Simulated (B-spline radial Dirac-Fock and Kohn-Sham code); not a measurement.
# Two-hole binding energies of Ce⁺

System: the Ce⁺ ion in the configuration [Xe] 4f1 5d2, inside a Watson sphere of charge -1 and radius 2.4 Å (a model of the Madelung potential; inside it an electron's potential energy is raised by 6.0 eV).

These are calculated numbers from a radial B-spline solver; the model is Dirac-Fock energy differences between relaxed states, corrected for Breit and QED terms. U is the two-hole binding energy less the two single-hole energies, the effective repulsion of the holes after relaxation. Each two-hole energy is an average over J within one jj subconfiguration.

| holes | E(a) (eV) | E(b) (eV) | E(ab) (eV) | U (eV) |
| --- | --- | --- | --- | --- |
| 1s⁻¹ 2p1/2⁻¹ | 40448.7 | 6172.7 | 46902.2 | 280.9 |
| 2s⁻¹ 2p1/2⁻¹ | 6562.7 | 6172.7 | 12885.2 | 149.8 |
| 2s⁻¹ 2p3/2⁻¹ | 6562.7 | 5731.6 | 12438.4 | 144.2 |
| 2p1/2⁻¹ 2p3/2⁻¹ | 6172.7 | 5731.6 | 12081.4 | 177.2 |
| 2s⁻¹ 3p1/2⁻¹ | 6562.7 | 1283.8 | 7914.9 | 68.4 |
| 2p1/2⁻¹ 3p3/2⁻¹ | 6172.7 | 1195.4 | 7436.2 | 68.1 |
| 2p3/2⁻¹ 3p1/2⁻¹ | 5731.6 | 1283.8 | 7085.9 | 70.4 |
| 2p3/2⁻¹ 3d3/2⁻¹ | 5731.6 | 910.5 | 6715.8 | 73.7 |
| 2p3/2⁻¹ 3d5/2⁻¹ | 5731.6 | 892.1 | ? | ? |
| 3p1/2⁻² | 1283.8 | 1283.8 | 2622.5 | 54.9 |
| 3p1/2⁻¹ 3p3/2⁻¹ | 1283.8 | 1195.4 | 2528.3 | 49.0 |
| 3d3/2⁻² | 910.5 | 910.5 | 1877.2 | 56.2 |
| 4d3/2⁻¹ 4d5/2⁻¹ | 120.1 | 116.9 | 257.4 | 20.4 |
| 4d5/2⁻² | 116.9 | 116.9 | 253.8 | 20.1 |

Problem. Give the missing two-hole energy and U.

Solution. E(ab) = 6694.0 eV and U = 70.3 eV.
